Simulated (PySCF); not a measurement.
Choosing a molecule for a target property.

Species are written as SMILES; each is one conformer at its optimised geometry, gas phase, non-relativistic unless stated; the electronic structure was computed with PySCF and density fitting.

The conformers computed, where there is a choice (atom-mapped SMILES and torsion angles):
- `[CH3:1][O:2][c:3]1[cH:4][c:5]([CH3:6])[cH:7][c:8]([CH:9]=[O:10])[p:11]1`: C1–O2–C3–C4 180°, C7–C8–C9–O10 1°
- `[CH3:1][C:2]([F:3])([F:4])[CH2:5][c:6]1[cH:7][cH:8][cH:9][cH:10][cH:11]1`: C1–C2–C5–C6 -54°, C2–C5–C6–C7 99°
- `[CH3:1][S:2][Si@H:3]([PH2:4])[CH:5]1[CH2:6][CH2:7]1`: C1–S2–Si3–P4 -35°, S2–Si3–C5–C6 -74°, H–P4–Si3–S2 -178°, H–P4–Si3–S2 89°
- `[SiH3:1][SiH2:2][SiH2:3][SiH2:4][SiH3:5]`: Si1–Si2–Si3–Si4 174°, Si2–Si3–Si4–Si5 174°
- `[CH2:1]=[C:2]([S:3][CH3:4])[C:5](=[O:6])[C:7]([F:8])([F:9])[F:10]`: C1–C2–S3–C4 -1°, C1–C2–C5–O6 8°, C2–C5–C7–F8 -65°

Question: Wanted: dipole moment below 2 D (PBE0/pcSseg-1) and HOMO energy below -7.7 eV (PBE0/pcSseg-1), at GFN2-xTB geometries. Which candidate meets both?
A. `CC(F)(F)CC1=CC=CC=C1`
B. `CS[Si@H](P)C1CC1`
C. `COC1=CC(C)=CC(C=O)=P1`
D. `[SiH2]([SiH2][SiH2][SiH3])[SiH3]`

Answer: D. Computed values:
| species | dipole moment | HOMO energy |
| --- | --- | --- |
| [SiH2]([SiH2][SiH2][SiH3])[SiH3] | 0.15 D | -8.09 eV |
| CS[Si@H](P)C1CC1 | 1.28 D | -6.72 eV |
| CC(F)(F)CC1=CC=CC=C1 | 2.27 D | -7.34 eV |
| COC1=CC(C)=CC(C=O)=P1 | 3.75 D | -6.91 eV |

Question: Wanted: smallest rotational constant between 0.55 GHz and 0.7 GHz (GFN2-xTB) and HOMO–LUMO gap below 6.8 eV (PBE0/pcSseg-1), at GFN2-xTB geometries. Which candidate meets both?
A. `C=C(SC)C(=O)C(F)(F)F`
B. `CC(F)(F)Cc1ccccc1`
C. `S(C)[Si@H](P)C1CC1`
D. `COc1cc(C)cc(C=O)p1`

Answer: A. Computed values:
```csv
species,smallest rotational constant,HOMO–LUMO gap
COc1cc(C)cc(C=O)p1,0.489 GHz,4.61 eV
CC(F)(F)Cc1ccccc1,0.608 GHz,6.94 eV
C=C(SC)C(=O)C(F)(F)F,0.669 GHz,4.31 eV
S(C)[Si@H](P)C1CC1,0.744 GHz,6.71 eV
```
